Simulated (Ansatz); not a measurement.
CH6BNSi can be A, `[SiH3]C1BN1`, or B, `NB1C[SiH2]1`.

Isolated molecules relaxed with PBE0-D4/def2-TZVP in Ansatz; ΔE leaves out vibrations. CCSD(T)/CBS adds triple-zeta CCSD(T) − MP2 to the extrapolated MP2 energy (def2 sets, frozen cores). DFT in def2-TZVPP. Each species was taken in one conformer, which may not be the lowest.

Which isomer does CCSD(T)/CBS put lower? Give the gap. (Estimate.)

The calculation gave: B, by 19.1 kcal/mol.

Give E(B) − E(A) in kcal/mol with ωB97M-V, HF/def2-TZVPP, r2SCAN-D4, CCSD(T)/def2-TZVPP, PBE0-D4, CCSD/def2-TZVPP, PBE-D4. (An estimate is asked.)

The calculation gave: ωB97M-V -18.7, HF/def2-TZVPP -15.5, r2SCAN-D4 -21.4, CCSD(T)/def2-TZVPP -19.2, PBE0-D4 -21.2, CCSD/def2-TZVPP -18.9, PBE-D4 -21.6. None reverses the order clearly.

Does the order hold for the free energy at 298.15 K (harmonic terms from PBE0-D4)? (Best estimate.)

Computed: Yes: G(B) − G(A) = -16.5 kcal/mol, for one conformer each.

Largest T1 diagnostic: 0.014.

At CCSD(T), def2-SVP lies +2.2 kcal/mol from the extrapolated value and def2-TZVPP −0.1 kcal/mol. Leaving LDA and LC-ωPBE aside and taking each functional with its dispersion term where it has one, the values, not all of them listed here, spread over 4.4 kcal/mol, from B97M-V to ωB97X-V. LDA lies −1.6 kcal/mol from PBE without D4.
